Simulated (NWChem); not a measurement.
System: WN$_{2}$H$_{4}$SO; SMILES [NH]=[W]([OH])(=[S])[NH2]

Excerpt of the output:

```
             Northwest Computational Chemistry Package (NWChem) 7.3.0
             --------------------------------------------------------

 C1  symmetry detected

                             Geometry "geometry" -> ""
                             -------------------------

 Output coordinates in angstroms (scale by  1.889725989 to convert to a.u.)

  No.       Tag          Charge          X              Y              Z
 ---- ---------------- ---------- -------------- -------------- --------------
    1 W                   74.0000    -0.01258198    -0.14416539     0.02006598
    2 N                    7.0000     0.13810609    -0.74902008     1.64829823
    3 H                    1.0000     0.20956056    -0.64148491     2.65670392
    4 S                   16.0000    -0.02446223     2.00565865    -0.03990301
    5 O                    8.0000    -1.59811656    -0.82284822    -0.76598809
    6 H                    1.0000    -2.15230874    -1.51249527    -0.38675259
    7 N                    7.0000     1.56363573    -0.79709227    -0.89529514
    8 H                    1.0000     2.19630213    -1.49947325    -0.52580516
    9 H                    1.0000     1.94164807    -0.36327359    -1.73369726

 Effective nuclear repulsion energy (a.u.)     933.1729348317

 Summary of "ao basis" -> "ao basis" (spherical)
 ------------------------------------------------------------------------------
       Tag                 Description            Shells   Functions and Types
 ---------------- ------------------------------  ------  ---------------------
 W                          def2-svp                12       32   6s3p2d1f
 N                          def2-svp                 6       14   3s2p1d
 H                          def2-svp                 3        5   2s1p
 S                          def2-svp                 8       18   4s3p1d
 O                          def2-svp                 6       14   3s2p1d

            General Information
            -------------------
          SCF calculation type: DFT
          Wavefunction type:  closed shell.
          No. of atoms     :     9
          No. of electrons :    56
           Alpha electrons :    28
            Beta electrons :    28
          Charge           :     0
          Spin multiplicity:     1
          Use of symmetry is: off; symmetry adaption is: off
          Maximum number of iterations: 150
          AO basis - number of functions:   112
                     number of shells:    50
          Convergence on energy requested:  1.00D-06
          Convergence on density requested:  1.00D-05
          Convergence on gradient requested:  5.00D-04

              XC Information
              --------------
          PerdewBurkeErnzerhof Exchange Functional  1.000
            Perdew 1991 LDA Correlation Functional  1.000 local
           PerdewBurkeErnz. Correlation Functional  1.000 non-local

             Grid Information
             ----------------
          Grid used for XC integration:  medium
          Radial quadrature: Mura-Knowles
          Angular quadrature: Lebedev.
          Tag              B.-S. Rad. Rad. Pts. Rad. Cut. Ang. Pts.
          ---              ---------- --------- --------- ---------
          W                   1.35      123           9.0       590
          N                   0.65       49          10.0       434
          H                   0.35       45          12.0       434
          S                   1.00       88          11.0       590
          O                   0.60       49          10.0       434
          Grid pruning is: on
          Number of quadrature shells:   538
          Spatial weights used:  Erf1

      Superposition of Atomic Density Guess
      -------------------------------------

 Sum of atomic energies:        -655.70056802

      Non-variational initial energy
      ------------------------------

 Total energy =    -649.721652
 1-e energy   =   -1455.518571
 2-e energy   =     533.291063
 HOMO         =      -0.332379
 LUMO         =      -0.006542

     ---------------------------------------------
      Total Density - Mulliken Population Analysis
     ---------------------------------------------

    Atom       Charge   Shell Charges
 -----------   ------   -------------------------------------------------------
    1 W   14    11.58   0.04 -0.35  1.80  0.53  0.43  0.07  5.49  0.58  0.19  2.18  0.49  0.13
    2 N    7     7.99   1.99  1.09  0.57  2.62  1.71  0.01
    3 H    1     0.76   0.59  0.12  0.04
    4 S   16    16.90   2.00  1.99  1.24  0.69  5.94  1.95  3.07  0.02
    5 O    8     8.83   1.99  1.10  0.67  3.10  1.97  0.00
    6 H    1     0.64   0.52  0.06  0.06
    7 N    7     7.83   1.99  1.03  0.50  2.58  1.73  0.01
    8 H    1     0.74   0.58  0.11  0.04
    9 H    1     0.73   0.58  0.11  0.04

   convergence    iter        energy       DeltaE   RMS-Dens  Diis-err
 ---------------- ----- ----------------- --------- --------- ---------
 d= 0,ls=0.0,diis     1   -651.6082508542 -9.24D+02  4.74D-02  2.93D+00
 d= 0,ls=0.0,diis     2   -646.0373856869  5.57D+00  4.18D-02  4.07D+01
 d= 0,ls=0.0,diis     3   -651.8247733551 -5.79D+00  1.04D-02  1.29D+00
 d= 0,ls=0.0,diis     4   -651.9151956192 -9.04D-02  4.72D-03  5.22D-01
 d= 0,ls=0.0,diis     5   -651.9770877509 -6.19D-02  1.83D-03  2.56D-02
  Resetting Diis
 d= 0,ls=0.0,diis     6   -651.9780333439 -9.46D-04  9.08D-04  1.89D-02
 d= 0,ls=0.0,diis     7   -651.9804901463 -2.46D-03  9.25D-04  1.86D-03
 d= 0,ls=0.0,diis     8   -651.9780693353  2.42D-03  7.72D-04  2.32D-02
 d= 0,ls=0.0,diis     9   -651.9806313510 -2.56D-03  1.40D-04  5.55D-04
 d= 0,ls=0.0,diis    10   -651.9806930231 -6.17D-05  4.98D-05  4.86D-05
 d= 0,ls=0.0,diis    11   -651.9806985494 -5.53D-06  1.52D-05  2.93D-06
 d= 0,ls=0.0,diis    12   -651.9806989631 -4.14D-07  3.81D-06  2.50D-07

         Total DFT energy =     -651.980698963097
      One electron energy =    -1460.937350520147
           Coulomb energy =      593.267166880621
    Exchange-Corr. energy =      -56.816371322845
 Nuclear repulsion energy =      272.505855999275

 Numeric. integr. density =       55.999993700590

                       DFT Final Molecular Orbital Analysis
                       ------------------------------------

 Vector   26  Occ=2.000000D+00  E=-2.442315D-01
              MO Center=  3.5D-01,  4.7D-01, -2.2D-02, r^2= 4.5D+00
   Bfn.  Coefficient  Atom+Function         Bfn.  Coefficient  Atom+Function
  ----- ------------  ---------------      ----- ------------  ---------------
    63      0.370579  4 S  py                60      0.254341  4 S  py
    37      0.236879  2 N  py                93      0.191454  7 N  py
    40     -0.181222  2 N  py                 8      0.178300  1 W  py
    94      0.168751  7 N  pz                92      0.166019  7 N  px
    96     -0.163879  7 N  py                57      0.148951  4 S  py

 Vector   27  Occ=2.000000D+00  E=-2.186884D-01
              MO Center=  1.9D-01,  9.1D-01, -1.6D-01, r^2= 3.9D+00
   Bfn.  Coefficient  Atom+Function         Bfn.  Coefficient  Atom+Function
  ----- ------------  ---------------      ----- ------------  ---------------
    62      0.421170  4 S  px                59      0.315763  4 S  px
    64     -0.204166  4 S  pz                92      0.186514  7 N  px
    93      0.186036  7 N  py                56      0.180528  4 S  px
    95     -0.175827  7 N  px                16      0.164490  1 W  d -2
    61     -0.156260  4 S  pz                96     -0.139134  7 N  py

 Vector   28  Occ=2.000000D+00  E=-2.142355D-01
              MO Center= -6.3D-02,  1.2D+00,  2.0D-01, r^2= 3.4D+00
   Bfn.  Coefficient  Atom+Function         Bfn.  Coefficient  Atom+Function
  ----- ------------  ---------------      ----- ------------  ---------------
    64      0.447396  4 S  pz                61      0.335791  4 S  pz
    37      0.242089  2 N  py                62      0.216229  4 S  px
    35      0.191786  2 N  s                 58      0.191854  4 S  pz
    40     -0.179940  2 N  py                59      0.159445  4 S  px
    17      0.139482  1 W  d -1              63      0.131851  4 S  py

 Vector   29  Occ=0.000000D+00  E=-7.739410D-02
              MO Center=  7.3D-02,  1.8D-01,  1.8D-01, r^2= 3.1D+00
   Bfn.  Coefficient  Atom+Function         Bfn.  Coefficient  Atom+Function
  ----- ------------  ---------------      ----- ------------  ---------------
    16      0.655652  1 W  d -2              62     -0.385273  4 S  px
    19      0.380543  1 W  d  1              39      0.290055  2 N  px
    36     -0.273138  2 N  px                59     -0.207585  4 S  px
   109     -0.191789  9 H  s                104      0.187091  8 H  s
    21      0.185383  1 W  d -2              18      0.130397  1 W  d  0

 Vector   30  Occ=0.000000D+00  E=-6.706251D-02
              MO Center=  5.4D-02, -1.0D-03,  2.8D-02, r^2= 3.0D+00
   Bfn.  Coefficient  Atom+Function         Bfn.  Coefficient  Atom+Function
  ----- ------------  ---------------      ----- ------------  ---------------
    17      0.702170  1 W  d -1              20     -0.327601  1 W  d  2
    64     -0.328400  4 S  pz                18      0.257746  1 W  d  0
    35      0.204067  2 N  s                 37      0.178995  2 N  py
    40     -0.179115  2 N  py                61     -0.175352  4 S  pz
    48     -0.166600  3 H  s                 96      0.158487  7 N  py

 Vector   31  Occ=0.000000D+00  E=-3.024001D-02
              MO Center= -1.5D-01, -2.9D-01, -8.0D-02, r^2= 5.1D+00
   Bfn.  Coefficient  Atom+Function         Bfn.  Coefficient  Atom+Function
  ----- ------------  ---------------      ----- ------------  ---------------
     6      0.719426  1 W  s                 20      0.567894  1 W  d  2
    91     -0.461177  7 N  s                 63     -0.396268  4 S  py
    72     -0.378715  5 O  s                 55      0.334908  4 S  s
     5     -0.326751  1 W  s                 25      0.276656  1 W  d  2
    85      0.246723  6 H  s                 40     -0.190919  2 N  py

     ---------------------------------------------
      Total Density - Mulliken Population Analysis
     ---------------------------------------------

    Atom       Charge   Shell Charges
 -----------   ------   -------------------------------------------------------
    1 W   14    13.34   0.04 -0.37  1.90  0.46  0.49 -0.00  5.59  0.51  0.34  3.56  0.67  0.14
    2 N    7     7.32   1.99  1.03  0.59  2.35  1.36  0.01
    3 H    1     0.85   0.71  0.10  0.04
    4 S   16    16.28   2.00  1.98  1.27  0.67  5.92  1.80  2.60  0.03
    5 O    8     8.36   1.99  1.08  0.68  2.86  1.74  0.01
    6 H    1     0.78   0.67  0.04  0.07
    7 N    7     7.39   1.99  0.98  0.50  2.44  1.47  0.01
    8 H    1     0.84   0.70  0.09  0.04
    9 H    1     0.84   0.70  0.09  0.04

     -------------------------------------------
      Total Density - Lowdin Population Analysis
     -------------------------------------------

    Atom       Charge   Shell Charges
 -----------   ------   -------------------------------------------------------
    1 W   14    14.20   0.00  0.04  1.10  0.79  0.38  0.16  4.95  1.28  0.56  3.26  1.41  0.27
    2 N    7     7.09   1.97  0.79  0.50  2.17  1.62  0.03
    3 H    1     0.91   0.58  0.21  0.13
    4 S   16    15.89   2.00  1.96  0.99  0.69  5.81  1.90  2.51  0.04
    5 O    8     8.11   1.97  0.88  0.61  2.70  1.93  0.01
    6 H    1     0.89   0.55  0.16  0.18
    7 N    7     7.10   1.97  0.72  0.45  2.24  1.70  0.03
    8 H    1     0.90   0.58  0.19  0.13
    9 H    1     0.90   0.58  0.20  0.13

     Multipole analysis of the density
     ---------------------------------

     L   x y z        total         alpha         beta         nuclear
     -   - - -        -----         -----         ----         -------
     0   0 0 0     -0.000000    -28.000000    -28.000000     56.000000

     1   1 0 0      0.418357     -0.504117     -0.504117      1.426590
     1   0 1 0     -1.449469     -8.897727     -8.897727     16.345985
     1   0 0 1      0.163729      1.219440      1.219440     -2.275152

     2   2 0 0    -36.148429   -109.068329   -109.068329    181.988228
     2   1 1 0      0.610299      1.315609      1.315609     -2.020919
     2   1 0 1     -2.798756      1.337208      1.337208     -5.473172
     2   0 2 0    -42.850910   -170.561159   -170.561159    298.271408
     2   0 1 1     -0.337235     -0.835443     -0.835443      1.333651
     2   0 0 2    -37.351630    -89.818431    -89.818431    142.285231

            General Information
            -------------------
          SCF calculation type: DFT
          Wavefunction type:  closed shell.
          No. of atoms     :     9
          No. of electrons :    56
           Alpha electrons :    28
            Beta electrons :    28
          Charge           :     0
          Spin multiplicity:     1
          Use of symmetry is: off; symmetry adaption is: off
          Maximum number of iterations: 150
          AO basis - number of functions:   112
                     number of shells:    50
          Convergence on energy requested:  1.00D-06
          Convergence on density requested:  1.00D-05
          Convergence on gradient requested:  5.00D-04

              XC Information
              --------------
          PerdewBurkeErnzerhof Exchange Functional  1.000
            Perdew 1991 LDA Correlation Functional  1.000 local
           PerdewBurkeErnz. Correlation Functional  1.000 non-local

             Grid Information
             ----------------
          Grid used for XC integration:  medium
          Radial quadrature: Mura-Knowles
          Angular quadrature: Lebedev.
          Tag              B.-S. Rad. Rad. Pts. Rad. Cut. Ang. Pts.
          ---              ---------- --------- --------- ---------
          W                   1.35      123           9.0       590
          N                   0.65       49          10.0       434
          H                   0.35       45          12.0       434
          S                   1.00       88          11.0       590
          O                   0.60       49          10.0       434
          Grid pruning is: on
          Number of quadrature shells:   538
          Spatial weights used:  Erf1

          Convergence Information
          -----------------------
          Convergence aids based upon iterative change in
          total energy or number of iterations.
          Levelshifting, if invoked, occurs when the
          HOMO/LUMO gap drops below (HL_TOL):  1.00D-02
          DIIS, if invoked, will attempt to extrapolate
          using up to (NFOCK): 10 stored Fock matrices.

                    Damping( 0%)  Levelshifting(0.5)       DIIS
                  --------------- ------------------- ---------------
          dE  on:    start            ASAP                start
          dE off:    2 iters        150 iters           150 iters

                            NWChem DFT Gradient Module
                            --------------------------

[...]

                         DFT ENERGY GRADIENTS

    atom               coordinates                        gradient
                 x          y          z           x          y          z
   1 W      -0.023776  -0.272433   0.037919    0.001042  -0.000384   0.010079
   2 N       0.260983  -1.415443   3.114832   -0.001698   0.007973  -0.011958
   3 H       0.396012  -1.212231   5.020442   -0.000404  -0.000993  -0.007429
   4 S      -0.046227   3.790145  -0.075406    0.000216  -0.012497   0.000452
   5 O      -3.020002  -1.554958  -1.447508    0.002642  -0.004645   0.008856
   6 H      -4.067274  -2.858202  -0.730856    0.005927   0.007633  -0.004346
   7 N       2.954843  -1.506286  -1.691862   -0.000131   0.000718   0.000682
   8 H       4.150409  -2.833594  -0.993628   -0.004710   0.005075  -0.002372
   9 H       3.669183  -0.686488  -3.276213   -0.002884  -0.002880   0.006034
```

Level: PBE/def2-SVP with def2 effective core potentials on W. Structure relaxed at the PBE0/def2-SVP level. Not confirmed as a minimum by frequencies. def2 effective core potentials on W; no spin-orbit coupling.

Question: Write an input that gives this output.

Answer: This is not unique; one that fits is the input that was run:
```
start job
memory heap 200 mb stack 900 mb global 1100 mb
geometry units angstroms noautoz
  W      0.004000    -0.045291    -0.045746
  N      0.324697    -0.820893     1.482420
  H      0.515032    -0.821516     2.481081
  S      0.045188     2.098777     0.117829
  O     -1.679956    -0.612349    -0.705404
  H     -2.205674    -1.329419    -0.336632
  N      1.445223    -0.622529    -1.202610
  H      2.096488    -1.369789    -0.984470
  H      1.735882    -0.108612    -2.030509
end
basis spherical
  W library def2-svp
  N library def2-svp
  H library def2-svp
  S library def2-svp
  O library def2-svp
end
ecp
  W library def2-ecp
end
dft
  xc xpbe96 cpbe96
  iterations 150
  mulliken
end
task dft gradient
```
